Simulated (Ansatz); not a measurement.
Molecule: ethynyl(dimethyl)borane, C4H7B, net charge 0, singlet state. 
Structure (B3LYP-D3(BJ)/def2-TZVP (Ansatz, an electronic-structure program) minimum search):
SMILES: C#CB(C)C
```xyz
12

C      2.1383    -0.9330     0.0504
C      1.0313    -0.4500     0.0243
B     -0.3651     0.1593    -0.0086
C     -0.5286     1.7107     0.1406
C     -1.6070    -0.7789    -0.1910
H      3.1128    -1.3581     0.0734
H      0.2631     2.1906     0.7170
H     -1.5036     2.0041     0.5356
H     -0.4691     2.1309    -0.8740
H     -1.3980    -1.6954    -0.7438
H     -1.9147    -1.0909     0.8178
H     -2.4687    -0.2710    -0.6292
```
Charge 0, spin multiplicity 1.

Total electronic energies in hartree. Valence correlation only, unless marked. Spin-orbit coupling is left out. Non-relativistic unless marked X2C. CBS marks a two-point X^-3 extrapolation of the correlation energy; Hartree-Fock from the larger set.

```tsv
level	program	energy (Eh)
PBE0/6-31G*	Ansatz	…
PBE0/def2-TZVPD	Ansatz	-181.26964
BHLYP-D4/def2-TZVPD	Ansatz + dftd4	-181.40477
MP2/cc-pVDZ	Ansatz	-180.82153
SCS-MP2/cc-pVDZ	Ansatz	-180.81896
CCSD/6-31G	Ansatz	-180.58203
X2C-CCSD(T)/cc-pVTZ-DK	Ansatz	-181.15067
CCSD(T)/CBS(aug-cc-pVTZ,aug-cc-pVQZ)	Ansatz	-181.1652
CCSD(T)/CBS(cc-pVTZ,cc-pVQZ)	Ansatz	-181.1660
```

Task: What belongs in the gaps?

Result: 
- PBE0/6-31G*, energy (Eh): -181.20021
